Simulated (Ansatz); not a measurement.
Cost and result up the ladder for FeSn19H28 (48 atoms). Charge 0, multiplicity 1. Geometry: PBE-D4/def2-SVP.

```
atom   x (Å)   y (Å)   z (Å)
 Fe1   1.255  -0.149  -0.171
 Sn2   3.299   3.161   2.326
 Sn3  -4.173   2.308   0.744
 Sn4   5.612   2.037  -0.960
 Sn5  -4.204   0.698  -3.842
 Sn6   5.603  -1.063   1.868
 Sn7   1.750  -0.566   2.263
 Sn8   2.259  -1.316  -2.190
 Sn9  -0.569   0.960  -1.087
Sn10  -2.430  -1.863   2.144
Sn11  -1.939  -2.899  -2.235
Sn12  -6.247  -1.474  -0.546
Sn13   5.740   1.762   1.837
Sn14  -2.988   2.265  -1.828
Sn15   0.523   2.298   1.506
Sn16  -4.734  -0.339   1.538
Sn17   2.776   1.721  -0.737
Sn18  -4.531  -1.876  -2.741
Sn19   3.485  -2.018   0.223
Sn20  -0.475  -2.086   0.086
 H21   3.593   4.806   1.816
 H22   3.020   3.248   4.045
 H23  -5.587   3.315   0.650
 H24  -3.022   3.112   1.771
 H25   6.013   3.540  -1.728
 H26   6.333   0.747  -1.871
 H27  -5.675   1.533  -4.241
 H28  -3.157   0.795  -5.224
 H29   5.403  -1.707   3.471
 H30   7.123  -1.674   1.269
 H31   3.019   0.156   3.239
 H32   0.920  -1.655   3.342
 H33   3.464  -0.701  -3.291
 H34   1.607  -2.746  -2.949
 H35  -1.791  -1.065   3.554
 H36  -3.080  -3.380   2.705
 H37  -1.097  -2.373  -3.673
 H38  -2.107  -4.625  -2.396
 H39  -7.558  -0.435  -1.019
 H40  -6.940  -2.983  -0.037
 H41   7.160   2.366   2.655
 H42  -2.369   3.814  -2.335
 H43   0.553   1.115   2.938
 H44  -5.754  -0.159   2.943
 H45   2.147   3.277  -1.321
 H46  -5.347  -2.802  -3.974
 H47   2.833  -3.450   0.997
 H48   0.286  -3.626   0.465
```

Ansatz on 4 threads of AMD EPYC 7R13 on a shared host and a share (37 GiB) of an NVIDIA H100 80GB HBM3. Times are rough, and most runs start from the orbitals of an earlier one. No level here is sound enough to serve as a yardstick. Binding counts from free atoms at the same level (Fe quintet, Sn triplet, H doublet; other spins of the atoms weren't run), without zero-point energy or a counterpoise term.

In the def2 sets Sn takes a core potential; there is no spin–orbit coupling. Single mean-field runs in def2-SVP, def2-TZVP are fitted with def2-universal-jkfit. No other spin state of charge 0 was run. Another isomer (singlet) lies 0.09 eV lower at PBE0-D4/def2-TZVP; other spin states weren't run for this one.

Run but left out: MP2/def2-SVP (restricted singlet, unstable towards broken spin symmetry).

```json
{"level": "PBE-D4/def2-SVP (with forces)", "functions": "665", "wall time": "7 s"}
{"level": "r2SCAN-D4/def2-SVP", "functions": "665", "wall time": "8.5 s"}
{"level": "PBE-D4/def2-TZVP", "functions": "1163", "wall time": "9.5 s"}
{"level": "PBE0-D4/def2-SVP", "functions": "665", "wall time": "9.5 s"}
{"level": "B97M-V/def2-SVP", "functions": "665", "wall time": "9.5 s"}
{"level": "PBE0-D4/def2-TZVP", "functions": "1163", "wall time": "15 s"}
```

Problem. Estimate what each level gives for the binding energy per atom (eV).

Solution. 
| level | binding energy per atom (eV) | remarks |
| --- | --- | --- |
| PBE-D4/def2-SVP (with forces) | 2.44 | restricted SCF unstable in HF |
| r2SCAN-D4/def2-SVP | 2.40 | restricted SCF unstable in HF |
| PBE-D4/def2-TZVP | 2.44 | restricted SCF unstable in HF |
| PBE0-D4/def2-SVP | 2.36 | restricted SCF unstable in HF |
| B97M-V/def2-SVP | 2.46 | restricted SCF unstable in HF |
| PBE0-D4/def2-TZVP | 2.38 | restricted SCF unstable in HF |
